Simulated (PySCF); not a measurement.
# Excitation energy of Xe+ by level of theory

Xe+ [Kr] 4d10 5s2 5p5 (2P) → Xe+ [Kr] 4d10 5s1 5p5 6s1 (4P), as a difference of total energies. Computed with PySCF 2.14 in aug-cc-pwCVDZ-PP with ECP28MDF (6s5p4d1f, 48 functions), with a scalar-relativistic core potential. Correlated levels: valence and next inner shell: nothing frozen outside the core potential. The calculations carry no spin-orbit coupling.

| method | excitation energy (eV) |
| --- | --- |
| UHF | 25.061 |
| MP2 (valence and next inner shell) | 23.777 |
| SCS-MP2 (valence and next inner shell) | 23.580 |
| CCSD (valence and next inner shell) | 23.373 |
| CCSD(T) (valence and next inner shell) | 22.903 |

Task: How much does correlation contribute at CCSD(T) (valence and next inner shell)?

Result: 22.903 − (25.061) = -2.158 eV, measured against UHF.

The upper state lies above the first ionisation limit, where it may autoionise and the basis confines it. A Rydberg-like electron needs more diffuse functions than a valence basis has.

The promoted electron is Rydberg-like, and one or two diffuse shells describe it only roughly, which tends to raise the upper state.

The coupled-cluster amplitudes are large for the upper state (T1 above 0.03 or a double amplitude above 0.15), so a single reference is strained.
